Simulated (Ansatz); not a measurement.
Hg6Se6. The state is a singlet with charge 0. Geometry PBE-D4/def2-SVP; atoms count from 1.

```xyz
12

Se   -0.4210    1.3181    3.0084
Hg   -1.4977   -0.7020    1.8572
Hg   -0.8690    2.3288   -0.0805
Se   -3.1009    1.1029   -0.3645
Se   -1.6076   -2.8558    0.4735
Hg   -1.6663   -0.4761   -1.7837
Hg    1.6663    0.4760    1.7837
Se    1.6075    2.8559   -0.4736
Se    3.1010   -1.1030    0.3646
Hg    0.8690   -2.3288    0.0805
Hg    1.4976    0.7021   -1.8573
Se    0.4210   -1.3181   -3.0084
```

In the def2 sets Hg takes a core potential; there is no spin–orbit coupling. Single mean-field runs in def2-TZVP are fitted with def2-universal-jkfit.

Question: Estimate the Mulliken populations from the PBE0/def2-TZVP orbitals of Ansatz.

Answer: 
```json
{"atom": "Se1", "charge (e)": "-0.48", "d electrons": "–"}
{"atom": "Hg2", "charge (e)": "0.48", "d electrons": "9.92"}
{"atom": "Hg3", "charge (e)": "0.48", "d electrons": "9.92"}
{"atom": "Se4", "charge (e)": "-0.48", "d electrons": "–"}
{"atom": "Se5", "charge (e)": "-0.48", "d electrons": "–"}
{"atom": "Hg6", "charge (e)": "0.48", "d electrons": "9.92"}
{"atom": "Hg7", "charge (e)": "0.48", "d electrons": "9.92"}
{"atom": "Se8", "charge (e)": "-0.48", "d electrons": "–"}
{"atom": "Se9", "charge (e)": "-0.48", "d electrons": "–"}
{"atom": "Hg10", "charge (e)": "0.48", "d electrons": "9.92"}
{"atom": "Hg11", "charge (e)": "0.48", "d electrons": "9.92"}
{"atom": "Se12", "charge (e)": "-0.48", "d electrons": "–"}
```
Mulliken values depend strongly on the basis.

Question: And the Mayer bond orders between heavy atoms (over 0.3)?

Answer: Se1–Hg2 0.82 (2.56 Å); Se1–Hg7 0.82 (2.56 Å); Hg2–Se5 0.82 (2.56 Å); Hg3–Se4 0.82 (2.56 Å); Hg3–Se8 0.82 (2.56 Å); Se4–Hg6 0.82 (2.56 Å); Se5–Hg10 0.82 (2.56 Å); Hg6–Se12 0.82 (2.56 Å); Hg7–Se9 0.82 (2.56 Å); Se8–Hg11 0.82 (2.56 Å); Se9–Hg10 0.82 (2.56 Å); Hg11–Se12 0.82 (2.56 Å).
